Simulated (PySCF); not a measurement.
# Structure from 2D NMR

Compound of formula C2H9B2N. Correlations simulated from computed shifts and couplings:

HSQC (one-bond C–H):
| δH | δC | ¹J(C,H) (Hz) |
| --- | --- | --- |
| 0.98 | 14.9 | 120 |
| 0.98 | 9.8 | 131 |

COSY cross peaks (|J| ≥ 2 Hz):
| δH | δH | abs. J (Hz) | bonds |
| --- | --- | --- | --- |
| 0.98 | 0.98 | 8.5 | 3 |

HMBC (two and three bonds, |J| ≥ 2.5 Hz):
| δH | δC [abs. J in Hz] |
| --- | --- |
| 5.30 | 14.9 [12.1], 9.8 [5.6] |
| 0.98 | 9.8 [3.1] |
| 0.98 | 14.9 [3.0] |

All values are calculated (PySCF 2.14.0 with density-fitted response routines): geometry from PBE0-D3(BJ)/def2-SVP, couplings computed with B3LYP/pcJ-1 (spin–dipole term only in couplings to heteroatoms), shielding tensors at HF/pcSseg-2 (GIAO). Fast rotation and ring inversion assumed for equivalent nuclei, single conformer, non-relativistic, gas phase.

Chemical shifts δ = σref − σ; ¹H, ¹³C against TMS, all at this level.

Exchangeable hydrogens are left out of these lists, and C,H couplings along chains are those of one rotamer, so weak HMBC peaks may be missing or extra.

Work out the connectivity.

Results:

`BNBCC`.

Structure with atom numbers: `[BH2:1][NH:2][BH:3][CH2:4][CH3:5]`. Each H is labelled by its parent atom.

δC 14.9 is C4, an sp3 CH2 bonded to B (δH 0.98). δC 9.8 is C5, a methyl carbon (δH 0.98). COSY links 0.98–0.98.

OH and NH positions are those of a molecule without intermolecular hydrogen bonds; in solution they move with solvent, concentration and temperature, and exchange usually removes their couplings. Hydrogens on boron are broadened and split by ¹¹B (spin 3/2, 80 %) and 10B (spin 3). A carbon bonded to boron is broadened by the quadrupolar boron nucleus and is often missing from a measured spectrum. Unscaled 3J(H,H) at this level run about 10 % above measured values. Shifts are as computed, not scaled to solution data. Of 1309 compounds with measured shifts, 239 miss one by over three times the rms of a fit or turn the order of signals round; such compounds aren't used in these exercises. 3J across rotatable bonds or in flexible rings reflects this conformer alone.
